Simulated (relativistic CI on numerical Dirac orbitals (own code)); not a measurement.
Transition arrays of Xe¹⁰⁺

Calculated at this level of theory: Dirac-Coulomb-Breit CI, KLI orbitals optimised for each configuration, a model potential for QED, valence Slater integrals scaled by 0.9, whole transition arrays (own radial code, finite nucleus).

CI space (outside the closed core [Ar] 3d10 4s2): 4p6 4d8, 4p6 4d7 4f, 4p5 4d9, 4p6 4d7 5p, 4p6 4d7 5f. Levels of other configurations are missing.

All E1 lines from the levels of 4p6 4d8; mean and standard deviation are weighted by gf, and upper levels are sorted by their leading configuration.

```csv
Upper configuration,Lines,Σgf,Mean (eV),Mean (nm),σ (eV),Strongest line (nm)
4p6 4d7 4f,727,451.6,112.83,10.989,3.47,10.929
4p5 4d9,44,25.2,116.95,10.602,4.37,10.580
4p6 4d7 5p,476,38.9,92.44,13.412,2.11,13.469
4p6 4d7 5f,721,16.0,151.25,8.197,2.36,8.160
```

Σgf per state of the lower configuration in bins of 0.2 nm over the central range (centre: value): 8.1: 0.22, 8.3: 0.09, 10.3: 0.09, 10.5: 0.63, 10.7: 1.01, 10.9: 6.56, 11.1: 1.70, 11.3: 0.34, 13.1: 0.11, 13.3: 0.24, 13.5: 0.38.

Problem. How do configuration mixing and the scaling of the Slater integrals move the arrays?

Solution. Slater scale 0.9, no configuration mixing: 4p6 4d7 4f 111.7 ± 3.8 eV (Σgf 413.4), 4p5 4d9 96.9 ± 6.7 eV (Σgf 49.9), 4p6 4d7 5p 92.2 ± 2.0 eV (Σgf 48.4), 4p6 4d7 5f 150.3 ± 2.3 eV (Σgf 0.5); Slater scale 1: 4p6 4d7 4f 115.2 ± 3.5 eV (Σgf 457.3), 4p5 4d9 119.2 ± 4.6 eV (Σgf 25.6), 4p6 4d7 5p 92.5 ± 2.3 eV (Σgf 40.1), 4p6 4d7 5f 151.4 ± 2.6 eV (Σgf 19.1); Slater scale 0.8: 4p6 4d7 4f 110.6 ± 3.1 eV (Σgf 443.2), 4p5 4d9 114.6 ± 4.2 eV (Σgf 24.7), 4p6 4d7 5p 92.3 ± 1.9 eV (Σgf 39.8), 4p6 4d7 5f 151.1 ± 2.2 eV (Σgf 13.5). With mixing, levels are counted to their leading configuration, so an array can shrink or vanish into another, and the sums then hold other lines.
